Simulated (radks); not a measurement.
The platinum anion Pt2-, [Hg], held by a Watson sphere: a shell of charge +1.62 at radius R that stands for the Madelung well of a crystal (potential energy -1.62/R inside, -1.62/r outside, in hartree with lengths in bohr). Calculated with a radial shooting solver on a logarithmic mesh with Libxc functionals: scalar-relativistic Kohn-Sham, LB94 model potential, spin-unpolarised, spherical densities, point nucleus. Response by self-consistent Sternheimer equations with the Hartree and adiabatic LDA kernel, the relativistic mass of each level held fixed and spin-orbit coupling left out. The sphere does not respond.

| R (bohr) | e(5p) (eV) | e(6s) (eV) | e(5d) (eV) | <r> 5d (bohr) | sum of <r^2> (bohr^2) | X-ray form factor at sin(theta)/lambda = 0.3 1/angstrom | alpha (bohr^3) |
|---|---|---|---|---|---|---|---|
| 3.03 | -56.551 | -7.781 | -6.900 | 1.794 | 80.30 | 58.554 | 58.44 |
| 3.21 | -56.257 | -7.498 | -6.568 | 1.803 | 81.57 | 58.562 | 62.80 |
| 3.71 | -55.492 | -6.719 | -5.724 | 1.822 | 84.87 | 58.580 | 76.35 |
| 4.54 | -54.390 | -5.555 | -4.558 | 1.841 | 89.62 | 58.593 | 103.4 |
| 4.87 | -54.010 | -5.151 | -4.163 | 1.846 | 91.30 | 58.595 | 115.8 |
| 6.35 | -52.640 | -3.705 | -2.768 | 1.862 | 97.79 | 58.600 | 185.3 |
